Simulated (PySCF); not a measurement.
**He (helium, neutral) across methods**

1s1 2p1, high-spin 3P determinant (an excited configuration). Computed with PySCF 2.14 in dyall-av3z, with scalar relativity by spin-free X2C-1e.

```tsv
method	E (hartree)	mean ε 1s α (eV)	mean ε 2p α (eV)	Σ⟨r²⟩ (bohr²)	⟨S²⟩
PBE0	-2.0230	-32.799	2.307	6.797	2.000
r2SCANh	-2.0222	-32.013	2.741	6.766	2.000
revPBE	-2.0345	-29.729	3.181	6.820	2.000
UHF	-2.00450	-41.954	-0.178	6.739	2.000
PBE	-2.0244	-29.671	3.244	6.815	2.000
M06-2X	-2.0112	-35.352	1.764	6.757	2.000
r2SCAN	-2.0234	-30.906	3.077	6.769	2.000
wB97X-V	-2.0122	-35.215	0.186	6.787	2.000
```

(1) Estimate the same row for LDA.

The outer electron is Rydberg-like, and this basis confines it to a smaller radius and binds it less than a complete one would.

The highest occupied level is positive at PBE0, r2SCANh, revPBE, PBE, M06-2X, r2SCAN, LDA, wB97X-V: only the finite basis holds that electron, which in a density functional comes from self-interaction.

## Answers

(1) E (hartree) = -1.9664; mean ε 1s α (eV) = -28.910; mean ε 2p α (eV) = 3.469; Σ⟨r²⟩ (bohr²) = 6.816; ⟨S²⟩ = 2.000.
